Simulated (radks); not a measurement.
The numbers below are computed, except where a source is named.
Spherical jellium clusters: N electrons in a uniform positive sphere of charge N and radius rs N^(1/3), rs = 3.5 bohr. Level of theory: non-relativistic Kohn-Sham, PBEsol, spin-polarised, spherical densities (a radial shooting solver with Libxc functionals). Levels are named by radial order and angular momentum (1s, 1p, 1d, 2s, ...), and open shells are averaged over m.

N = 10, configuration 1s2 1p6 1d(up 2, down 0). This is the lowest configuration that the search found. Occupied levels:

level    occupation  eigenvalue (eV)  <r> (bohr)
1s up             1          -5.5646       4.998
1s down           1          -5.4069       4.766
1p up             3          -4.1538       6.054
1p down           3          -3.8586       5.918
1d up             2          -2.4589       7.002

Energy (eV): total -16.5814, kinetic 21.923, external -420.59, Hartree 204.99, exchange-correlation -39.426, background 216.52.
